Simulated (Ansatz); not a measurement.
Cl2FHOTi (`[OH][Ti]([F])([Cl])[Cl]`) at its PBE0-D4/def2-TZVP geometry, where that method's forces vanish. The species carries charge 0 and has multiplicity 1.

```xyz
6

O     0.9758   -0.5320    0.8144
Ti   -0.2754    0.1088   -0.2297
F    -0.1924    1.8469   -0.2167
Cl   -2.2358   -0.5214    0.5026
Cl    0.0327   -0.6099   -2.2706
H     1.6951   -0.2924    1.4001
```

Problem. What forces (eV/Å) does r2SCAN-D4/def2-TZVPP give on these atoms in the Gaussian-basis code of Ansatz? (An estimate is asked.)

Solution. Ansatz gave: 
```
O1   0.255 -0.175  0.213
Ti2 -0.147 -0.019 -0.119
F3   0.018  0.300  0.005
Cl4 -0.203 -0.060  0.085
Cl5  0.041 -0.070 -0.214
H6   0.036  0.025  0.029
```
